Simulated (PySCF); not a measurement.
Does the structure fit the spectrum?

A compound C7H12BF gives the data below (simulated from a calculation) and was assigned the structure `F/C=C\[C@@H]1CBCCC1`.

13C{1H} NMR (computed): δ 98.1 (CH), 62.0 (CH), 50.1 (CH), 47.9 (CH), 47.3 (CH), 35.1 (CH2), 15.0 (CH3).

1H NMR (400 MHz, computed): δ 7.89 (br, 2H), 5.21 (m, 1H), 2.35 (m, 1H), 2.20 (m, 1H), 2.16 (m, 1H), 1.75 (m, 1H), 1.30 (m, 1H), 1.21 (d, 3H), 0.72 (m, 1H).

All values are calculated (PySCF 2.14.0 with density-fitted response routines): NMR shieldings at PBE0/pcSseg-1/GIAO, PBE0-D3(BJ)/def2-SVP geometry. One conformer, isolated molecule, one averaged value for each set of equivalent atoms, non-relativistic Hamiltonian.

Chemical shifts δ = σref − σ; TMS for 1H (31.27 ppm), 13C (184.41 ppm), all at this level.

Question: Compare with the shifts computed for the proposed structure, pairing carbons in order of shift.

Answer: Atom-mapped SMILES (the numbers label the heavy atoms): `[F:1]/[CH:2]=[CH:3]\[C@@H:4]1[CH2:5][BH:6][CH2:7][CH2:8][CH2:9]1` (H(Xn): hydrogen on atom n).

```
atom  computed for proposal  given list  difference
  C2                  153.9        98.1       +55.8
  C3                  126.6        62.0       +64.6
  C5                   38.1        50.1       -12.0
  C9                   36.1        47.9       -11.8
  C4                   30.8        47.3       -16.5
  C7                   29.9        35.1        -5.2
  C8                   25.0        15.0       +10.0
```

The rms difference is 33.8 ppm and the largest +64.6 ppm at C3 (alkene CH). The carbon types in order of shift don't match either: CH, CH, CH2, CH2, CH, CH2, CH2 for the proposal against CH, CH, CH, CH, CH, CH2, CH3 in the data. The proposal doesn't fit.

Question: Which isomer fits?

Answer: SMILES B[C@@H]1[C@@H](F)[C@H]2C[C@@H]1[C@@H]2C.

1. δC 98.1: sp3 CH bonded to F; the inductive effect lowers its shielding.
2. δC 62.0: sp3 CH bonded to B.
3. δC 50.1, 47.9, 47.3: sp3 CH in a ring; a saturated carbon with 3 carbon neighbours and no heteroatom attached.
4. δH 5.21: hydrogen on an sp3 CH bonded to F; its carbon carries F, which withdraws density.

Other isomers checked: F/C=C/[C@@H]1CBCCC1 (rms 34.4 ppm).

This is the structure that produced the data.

Hydrogens on boron are broadened and split by 11B (spin 3/2, 80 %) and 10B (spin 3). A carbon bonded to boron is broadened by the quadrupolar boron nucleus and is often missing from a measured spectrum. Splittings by 19F in the carbon and heteronuclear signals aren't shown, as no couplings were computed. Shifts are as computed. Against solution values, carbons near 30 ppm lie about +2 ppm off and those near 130 ppm about +5 ppm. Of 1309 compounds with measured shifts, 239 miss one by over three times the rms of a fit or turn the order of signals round; such compounds aren't used in these exercises. Multiplicities follow the n + 1 count of equivalent neighbours, as no J values were calculated; m marks all less simple cases, F and P coupling included.
